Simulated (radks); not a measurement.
Question: Spherical quantum dot in the effective-mass picture: electrons in a well V = -V0 / (1 + exp((r - R)/a)) with V0 = 2.05, R = 13.7, a = 0.96, with a point charge +1 (a donor) at the centre, all in effective atomic units (hartree* = m*/eps^2 hartree, bohr* = eps/m* bohr), one dielectric constant everywhere. Method: non-relativistic Kohn-Sham, LDA (Slater exchange, Perdew-Wang correlation), spin-polarised, spherical densities; computed with a radial shooting solver with Libxc functionals. Levels are named by radial order and angular momentum (1s, 1p, 1d, 2s, ...), and open shells are averaged over m. Each electron was tried in the lowest free levels, single moves between levels near the top were tried too, and the lowest total energy was kept; such a search can miss a lower state. The series stops at N = 20: beyond it a trial failed or the search could not be trusted, so later rows were left out. Give the order in which the levels fill up to N = 20, the shell closures and the spin along the way.

Answer: Shells are first occupied in the order 1s, 2s, 1p, 1d, 1f. Open shells at each N (closed shells left out): 1: 1s(up 1, down 0); 2: none; 3: 2s(up 1, down 0); 4: 1p(up 1, down 0) 2s(up 1, down 0); 5: 1p(up 3, down 0); 6: 1p(up 3, down 0) 2s(up 1, down 0); 7: 1p(up 3, down 1) 2s(up 1, down 0); 8: 1p(up 3, down 2) 2s(up 1, down 0); 9: 2s(up 1, down 0); 10: 1d(up 1, down 0) 2s(up 1, down 0); 11: 1d(up 2, down 0) 2s(up 1, down 0); 12: 1d(up 3, down 0) 2s(up 1, down 0); 13: 1d(up 4, down 0) 2s(up 1, down 0); 14: 1d(up 5, down 0) 2s(up 1, down 0); 15: 1d(up 5, down 1) 2s(up 1, down 0); 16: 1d(up 5, down 2) 2s(up 1, down 0); 17: 1d(up 5, down 3) 2s(up 1, down 0); 18: 1d(up 5, down 4) 2s(up 1, down 0); 19: 2s(up 1, down 0); 20: 2s(up 1, down 0) 1f(up 1, down 0). All shells are closed at N = 2 (there: 1s2). Largest 2S: 6, at N = 14.
